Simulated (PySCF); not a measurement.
Scan of H2F (cation, charge +1), singlet: symmetric bend, bond length relaxed. Scanned: H-F-H angle. Other coordinates (F-H bond length) were minimised at PBE0/def2-TZVP.

Level of theory: CCSD(T) on RHF/cc-pVTZ, 1 core orbital frozen run with PySCF.

Scanned values (°): 180, 172, 164, 156, 148, 140, 132, 124, 116, 108, 100, 92, 84, 76, 68, 60.

**Question.** At which scan points does the profile have its minima and maxima, and how high do they lie?

**Answer.** Lower than their neighbours: 108° (0.0 kJ/mol). Higher than their neighbours: 180° (76.6 kJ/mol, end of the scan), 60° (183.2 kJ/mol, end of the scan). The whole profile spans 183.2 kJ/mol.
